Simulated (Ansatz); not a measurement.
Ansatz (a program for electronic structure) input (CCSD(T)/STO-3G):

Ansatz 0.2 input:
```yaml
crystal:
  periodic: [false, false, false]
  atoms:
    - {symbol: Rb, position_ang: [-0.00000000, -0.00000000, -0.95163916]}
    - {symbol: Cl, position_ang: [0.00000000, 0.00000000, 2.07121463]}
basis:
  gaussian:
    orbitals: STO-3G
total_charge: -1
magnetization: {spin_polarized: true, initial_magnetization: 1}
correlation: {method: ccsd_t, electrons: outside_noble_gas}
```

End of the output:

```
mean field evaluation 8: about -91487.3800 eV, gradient 6.9e-6 eV
mean field -91487.38003706 eV, -3362.0992039884 hartree, gradient 6.9e-6 eV, S^2 0.750979; 0 other end points of the search recorded, 0 dependent functions left out
23 core orbitals not correlated, not the lowest: weight in the atoms' cores, before any rotation towards them, 0.878 or more for the frozen orbitals, at most 0.121 for the correlated occupied ones
reference -91487.38003706 eV, -3362.0992039884 hartree; 5, 4 occupied and 3, 4 virtual orbitals, 299 factors
second order -0.02110139 eV of doubles, -0.00000000 eV of singles
coupled cluster: 0.04 GiB planned
cycle   1  -0.02286584 eV  change   -1.8e-3 eV  update   7.0e-3
cycle   2  -0.02456508 eV  change   -1.7e-3 eV  update   3.0e-3
cycle   3  -0.02477611 eV  change   -2.1e-4 eV  update   8.7e-4
cycle   4  -0.02477191 eV  change    4.2e-6 eV  update   2.0e-4
cycle   5  -0.02477488 eV  change   -3.0e-6 eV  update   4.2e-5
cycle   6  -0.02477702 eV  change   -2.1e-6 eV  update   1.1e-5
cycle   7  -0.02477695 eV  change    7.3e-8 eV  update   2.0e-6
perturbative correction -0.00029515 eV, -0.0000108465 hartree
Total energy: -91487.40510916 eV, -3362.1001253711 hartree
```
